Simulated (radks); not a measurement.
Initial-state core-level shifts of the indium ion In+ when its valence configuration changes from [Kr] 4d10 5s2. Method: scalar-relativistic Kohn-Sham, LDA (Slater exchange, Perdew-Wang correlation), spin-unpolarised, spherical densities, finite nucleus; Fermi nuclear charge, rms radius 4.6156 fm; computed with a radial shooting solver on a logarithmic mesh with Libxc functionals. Shifts are changes of the shell-averaged eigenvalues in eV (positive: less bound); the change of the density at the nucleus, which sets a Mossbauer isomer shift, is in e/bohr^3, on a base of 1.788e+05.

valence	1s	2p	3s	4s	density at nucleus
4d9 5s2 5p1	-7.609	-7.921	-7.733	-6.971	+15.99
4d10 5s1 5p1	-1.619	-1.581	-1.606	-1.616	-32.70
4d9.5 5s2 5p0.5	-3.778	-3.926	-3.842	-3.488	+7.80
4d8.5 5s2 5p1.5	-11.493	-11.987	-11.675	-10.450	+24.50
4d9.5 5s1 5p1.5	-5.327	-5.441	-5.381	-5.029	-27.42
4d10 5s1.5 5p0.5	-0.821	-0.802	-0.814	-0.819	-16.05
4d9.5 5p2.5	-6.795	-6.876	-6.842	-6.491	-65.24
4d8 5s2 5p2	-15.434	-16.125	-15.670	-13.927	+33.27
4d9 5s1 5p2	-9.095	-9.378	-9.213	-8.445	-21.84
